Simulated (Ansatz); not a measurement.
Geometry optimisation, Ansatz, RKS PBE0-D4/def2-SVP.

The input (input.yaml):

```yaml
crystal:
  periodic: [false, false, false]
  atoms:
    - { symbol: Si, position_ang: [-0.872034, -0.432609, -0.579755] }
    - { symbol: Br, position_ang: [2.460912, 0.902936, -1.012597] }
    - { symbol: "N", position_ang: [0.067659, -1.713393, -0.870055] }
    - { symbol: H, position_ang: [2.040641, -0.517571, -0.984453] }
    - { symbol: H, position_ang: [-2.114337, -0.105237, -1.357324] }
    - { symbol: Si, position_ang: [-0.415821, 0.856212, 1.315046] }
    - { symbol: H, position_ang: [-0.138637, -2.329499, -1.657098] }
    - { symbol: H, position_ang: [-0.365785, 2.304846, 0.961958] }
    - { symbol: H, position_ang: [0.871256, 0.391597, 1.90067] }
    - { symbol: H, position_ang: [-1.533854, 0.642519, 2.283708] }
basis:
  gaussian: { orbitals: def2-SVP }
hamiltonian:
  xc: pbe0
  dispersion: d4
relax:
  f_tol: 0.03
  max_steps: 50
```

Launched with:

```bash
$ ansatz run input.yaml --threads 2 --pin off --max-ram 3072MiB --backend cpu --events-out ev --progress --plain --runs-dir out
```

Q: Where does it end, and by what steps?

A: The run converged. After 27 steps the energy has fallen by 3.198 eV; H4 moved furthest, 1.91 Å. Parted: Br2–H4 (1.48 → 3.71 Å). Joined: Si1–Br2 (3.62 → 2.26 Å), N3–H4 (2.31 → 1.01 Å).

```json
{"step": "0", "energy less start (eV)": "0.0000", "largest force component (eV/Å)": "0.887", "accepted": "yes"}
{"step": "1", "energy less start (eV)": "-0.0642", "largest force component (eV/Å)": "0.507", "accepted": "yes"}
{"step": "2", "energy less start (eV)": "-0.1440", "largest force component (eV/Å)": "0.716", "accepted": "yes"}
{"step": "3", "energy less start (eV)": "-0.2205", "largest force component (eV/Å)": "0.542", "accepted": "yes"}
{"step": "4", "energy less start (eV)": "-0.3068", "largest force component (eV/Å)": "0.364", "accepted": "yes"}
{"step": "5", "energy less start (eV)": "-0.3916", "largest force component (eV/Å)": "0.596", "accepted": "yes"}
{"step": "6", "energy less start (eV)": "-0.5204", "largest force component (eV/Å)": "0.695", "accepted": "yes"}
{"step": "7", "energy less start (eV)": "-0.6125", "largest force component (eV/Å)": "0.554", "accepted": "yes"}
{"step": "8", "energy less start (eV)": "-0.7131", "largest force component (eV/Å)": "0.346", "accepted": "yes"}
{"step": "9", "energy less start (eV)": "-0.8081", "largest force component (eV/Å)": "0.642", "accepted": "yes"}
{"step": "10", "energy less start (eV)": "-0.8244", "largest force component (eV/Å)": "1.620", "accepted": "yes"}
{"step": "11", "energy less start (eV)": "-0.9040", "largest force component (eV/Å)": "0.702", "accepted": "yes"}
{"step": "12", "energy less start (eV)": "-0.9310", "largest force component (eV/Å)": "0.422", "accepted": "yes"}
{"step": "13", "energy less start (eV)": "-0.9615", "largest force component (eV/Å)": "0.264", "accepted": "yes"}
{"step": "14", "energy less start (eV)": "-1.1257", "largest force component (eV/Å)": "0.680", "accepted": "yes"}
{"step": "15", "energy less start (eV)": "-1.4456", "largest force component (eV/Å)": "0.620", "accepted": "yes"}
{"step": "16", "energy less start (eV)": "-1.8540", "largest force component (eV/Å)": "0.651", "accepted": "yes"}
{"step": "17", "energy less start (eV)": "-2.2035", "largest force component (eV/Å)": "0.788", "accepted": "yes"}
{"step": "18", "energy less start (eV)": "-2.5165", "largest force component (eV/Å)": "0.761", "accepted": "yes"}
{"step": "19", "energy less start (eV)": "-2.7518", "largest force component (eV/Å)": "0.620", "accepted": "yes"}
{"step": "20", "energy less start (eV)": "-2.9100", "largest force component (eV/Å)": "0.563", "accepted": "yes"}
{"step": "21", "energy less start (eV)": "-3.0467", "largest force component (eV/Å)": "0.421", "accepted": "yes"}
{"step": "22", "energy less start (eV)": "-3.1116", "largest force component (eV/Å)": "0.319", "accepted": "yes"}
{"step": "23", "energy less start (eV)": "-3.1594", "largest force component (eV/Å)": "0.259", "accepted": "yes"}
{"step": "24", "energy less start (eV)": "-3.1844", "largest force component (eV/Å)": "0.170", "accepted": "yes"}
{"step": "25", "energy less start (eV)": "-3.1915", "largest force component (eV/Å)": "0.147", "accepted": "yes"}
{"step": "26", "energy less start (eV)": "-3.1967", "largest force component (eV/Å)": "0.119", "accepted": "yes"}
{"step": "27", "energy less start (eV)": "-3.1975", "largest force component (eV/Å)": "0.019", "accepted": "yes"}
```

```xyz
10
Properties=species:S:1:pos:R:3
Si -0.153 0.145 -0.814
Br 1.437 1.479 -1.718
N 0.178 -1.540 -0.910
H 0.928 -1.937 -0.354
H -1.383 0.403 -1.613
Si -0.269 0.772 1.436
H 0.096 -2.021 -1.799
H -0.397 2.255 1.556
H 0.993 0.328 2.105
H -1.430 0.115 2.113
```

Time of the run: 52 s on 2 threads of Intel(R) Xeon(R) 6975P-C (Granite Rapids), on a shared host, peak memory 0.29 GiB.
